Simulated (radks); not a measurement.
Problem. The mean radii <r> (bohr) of the occupied orbitals of an atom or ion are listed with their occupations. Method: scalar-relativistic Kohn-Sham, r2SCAN, spin-polarised, spherical densities, finite nucleus; meta-GGA in the generalised Kohn-Sham scheme; Fermi nuclear charge, rms radius of each element as measured or else 0.836 A^(1/3) + 0.57 fm; computed with a radial shooting solver on a logarithmic mesh with Libxc functionals.

| orbital | occ. | <r> |
|---|---|---|
| 1s down | 1 | 0.01744 |
| 1s up | 1 | 0.01744 |
| 2s up | 1 | 0.07360 |
| 2s down | 1 | 0.07360 |
| 2p up | 3 | 0.06624 |
| 2p down | 3 | 0.06624 |
| 3s up | 1 | 0.1903 |
| 3s down | 1 | 0.1902 |
| 3p up | 3 | 0.1912 |
| 3p down | 3 | 0.1912 |
| 3d up | 5 | 0.1733 |
| 3d down | 5 | 0.1733 |
| 4s up | 1 | 0.4232 |
| 4s down | 1 | 0.4233 |
| 4p up | 3 | 0.4501 |
| 4p down | 3 | 0.4502 |
| 4d up | 5 | 0.4782 |
| 4d down | 5 | 0.4780 |
| 5s up | 1 | 0.9685 |
| 5s down | 1 | 0.9618 |
| 4f up | 7 | 0.5328 |
| 4f down | 7 | 0.5301 |
| 5p up | 3 | 1.097 |
| 5p down | 3 | 1.087 |
| 5d up | 3 | 1.373 |

Name the element and its charge. Open shells, if any, are filled with parallel spins first.

Solution. Z = 77, iridium, charge +6: Ir6+ in [Xe] 4f14 5d3. The 1s radius gives Z: for a bare nucleus <r> = (2 gamma + 1)/(2Z) with gamma = sqrt(1 - (Z/c)^2), 0.01724 bohr for Z = 77, and screening makes it slightly larger (0.01744 here). The occupations add up to 71, and the charge is Z minus that.
